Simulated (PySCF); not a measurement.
CH₆OSi₂, SMILES O=C[SiH2][SiH3]. Atoms are numbered in the order given.

```xyz
10

O      2.3327     0.3869    -0.2546
C      1.5865     0.0821     0.6462
Si    -0.0561    -0.8959     0.3129
Si    -1.6412     0.6483    -0.4880
H      1.8191     0.3959     1.7051
H     -0.5312    -1.5240     1.5827
H      0.2212    -1.9462    -0.7067
H     -2.9370    -0.0344    -0.7740
H     -1.1243     1.2787    -1.7362
H     -1.8663     1.7078     0.5391
```
Charge 0, spin multiplicity 1.

Geometry optimised at B3LYP-D3(BJ)/def2-SVP. Other conformers were not sampled.

Two levels are set side by side: PBE/pcSseg-1 (PySCF) and HF/pcSseg-1 (PySCF). GIAO shifts against H2O (¹⁷O), TMS (²⁹Si), TMS (¹H), TMS (¹³C) at the same level; non-relativistic, no solvent, atoms listed together averaged. Differences are taken from unrounded values.

| quantity | HF | PBE | PBE minus HF |
|---|---|---|---|
| δ(¹⁷O) of O1 (ppm) | 977.2 | 945.8 | -31.4 |
| δ(¹³C) of C2 (ppm) | 240.4 | 242.8 | 2.4 |
| δ(²⁹Si) of Si3 (ppm) | -68.3 | -90.5 | -22.2 |
| δ(²⁹Si) of Si4 (ppm) | -94.6 | -110.9 | -16.3 |
| δ(¹H) of H5 (ppm) | 11.78 | 12.86 | 1.07 |
| δ(¹H) of H8, H9, H10 (ppm) | 3.65 | 3.91 | 0.25 |

Rough cost on one machine, each run with all the roots and properties that it gave: HF against PBE within a factor of 2.
